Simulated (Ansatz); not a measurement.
System: TlI, charge -1, multiplicity 2. SMILES of the parent species: [Tl][I]

Atoms: Tl1, I2. Bonds: Tl1-I2.

Bond lengths (Å) and angles (degrees) optimised at HF/LANL2DZ with Ansatz (an electronic-structure program); PBE/LANL2DZ with Ansatz; B3LYP/LANL2DZ with Ansatz, each started from the B3LYP-D3(BJ)/def2-TZVP structure (Ansatz) of the last column. A row stands for all coordinates that are equal there.

| coordinate | HF/LANL2DZ | PBE/LANL2DZ | B3LYP/LANL2DZ | B3LYP-D3(BJ)/def2-TZVP |
|---|---|---|---|---|
| Tl1-I2 | 3.424 | 3.337 | 3.367 | 3.151 |

Mean signed difference of all 1 bond lengths from B3LYP-D3(BJ)/def2-TZVP: HF/LANL2DZ 0.273 Å, PBE/LANL2DZ 0.186 Å, B3LYP/LANL2DZ 0.216 Å.
